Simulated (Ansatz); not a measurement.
Calculated with Ansatz (gas phase, PBE0-D4/def2-TZVP geometries, no zero-point term in ΔE). CCSD(T)/CBS adds triple-zeta CCSD(T) − MP2 to the extrapolated MP2 energy (def2 sets, frozen cores). Functionals use def2-TZVPP. For Se outer-core shells are correlated without core-valence functions, which leaves a few kJ/mol of doubt a bond. Scalar relativity is left out up to krypton. Each species was taken in one conformer, which may not be the lowest.

Reaction (ligand exchange at the Al–Se bond): `[CH3][Al]([OH])[SeH]` + silanol → `[CH3][Al]([OH])[O][SiH3]` + H₂Se

`[CH3][Al]([OH])[SeH]`:

Z-matrix (Å, degrees):
```
C
Al 1 1.936
H 1 1.094 2 110.6
H 1 1.093 2 111.7 3 119.3
H 1 1.092 2 111.0 3 -119.4
O 2 1.694 1 119.5 3 97.9
Se 2 2.330 1 120.0 3 -81.7
H 6 0.955 2 124.9 1 -179.1
H 7 1.469 2 92.7 1 178.7
```

`O[SiH3]`:

Cartesian coordinates in Å:
```
O 0.728 1.053 -0.060
Si -0.342 -0.198 0.013
H 1.662 0.844 -0.055
H -0.188 -1.121 -1.146
H -1.689 0.417 -0.010
H -0.171 -0.996 1.258
```

`[CH3][Al]([OH])[O][SiH3]`:

```xyz
12

C     1.602   -0.656   -1.466
Al    0.635   -0.699    0.207
O     1.102   -1.794    1.412
O    -0.671    0.328    0.498
Si   -1.883    1.397    0.606
H     2.474   -1.311   -1.444
H     0.962   -0.974   -2.294
H     1.938    0.358   -1.701
H     0.660   -1.863    2.256
H    -3.153    0.786    0.128
H    -2.068    1.828    2.019
H    -1.598    2.601   -0.221
```

H₂Se:

Z-matrix (Å, degrees):
```
Se
H 1 1.467
H 1 1.467 2 91.2
```

| level | ΔE (kJ/mol) |
| --- | --- |
| PBE-D4 | -31.9 |
| ωB97X-V | -43.8 |
| CCSD(T)/def2-SVP | -55.3 |
| SCS-MP2/def2-QZVPP | -45.4 |

(1) What does CCSD(T)/CBS give? (Best estimate.)

Largest T1 diagnostic among the species: 0.012.

Answers

(1) Computed: -40.8 kJ/mol. The listed levels differ from it by 8.9, -3.0, -14.5, -4.6 kJ/mol.

In def2-TZVPP, CCSD(T) changes the Hartree–Fock value by +8.3 kJ/mol (the triples alone add +2.5 kJ/mol) and MP2 by +11.6 kJ/mol. At CCSD(T), def2-SVP lies −14.5 kJ/mol from the extrapolated value and def2-TZVPP −4.0 kJ/mol. From BLYP to BHLYP (50 % exact exchange), in def2-TZVPP and without D4, ΔE moves by −3.8 kJ/mol.
